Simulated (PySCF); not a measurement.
Computed properties of H7NO2Si2, SMILES [Si](N)(O)(O)[SiH3]

H₇NO₂Si₂, SMILES [Si](O)(O)(N)[SiH3]. Geometry optimised at TPSSh-D3(BJ)/def2-SVP. The structure was generated by enumeration, and PubChem lists no compound with its InChIKey, so it may never have been made. One conformer was computed; it need not be the lowest. All values are computed for the isolated molecule unless a solvent is named; none is compared with measurement here.

**Structure.** The optimised structure has Cs symmetry. All 30 harmonic modes at TPSSh-D3(BJ)/def2-SVP (PySCF) are real, so it is a minimum. With heavy atoms numbered as in [NH2:1][Si:2]([OH:3])([OH:4])[SiH3:5], the shortest bond between them is Si2–O3 at 1.670 Å and the longest Si2–Si5 at 2.336 Å.

**Vibrations.** The strongest infrared lines (harmonic, unscaled, degenerate partners summed) lie at 863 cm⁻¹ (267 km/mol, H 72 %, Si 17 %), 487 cm⁻¹ (252 km/mol, H 61 %, Si 20 %, N 15 %), 372 cm⁻¹ (173 km/mol, H 63 %, O 31 %). The softest mode is at 105 cm⁻¹ and the zero-point energy is 50.0 kcal/mol.

**Electronic structure.** r2SCAN/def2-TZVP (PySCF) places the frontier levels at -6.45 and -0.06 eV, a gap of 6.39 eV, and gives a dipole moment of 3.24 D and a mean polarisability of 69.7 bohr³. PBE/def2-TZVP (PySCF) at the same geometry gives -6.17 and -0.39 eV, so its gap is 0.61 eV narrower. An orbital gap is neither the optical nor the fundamental gap.

**Excitations.** TDA-M06-2X/def2-SVPD (PySCF) has S1 at 6.56 eV (189 nm, f = 0.126, bright); the most intense of the 10 singlets computed lies at 8.33 eV (f = 0.19). T1 (TDA) is at 6.20 eV, 0.36 eV under S1. TDA-PBE/def2-SVPD (PySCF) puts S1 at 5.61 eV. No vertical singlet excitation falls in the visible range (under 3.1 eV).

**NMR.** GIAO shifts at HF/pcSseg-1 (PySCF) (non-relativistic, atoms alike by connectivity averaged): ¹H from 1.0 to 3.4 ppm against TMS; ²⁹Si from -99.4 to -23.1 ppm against TMS.

**Solvation.** SMD-ωB97X/6-31G* (PySCF) gives -9.7 kcal/mol in water, -11.2 kcal/mol in ethanol, -6.3 kcal/mol in diethylether (1 M in both phases, gas-phase geometry); of these solvents ethanol holds the molecule best.
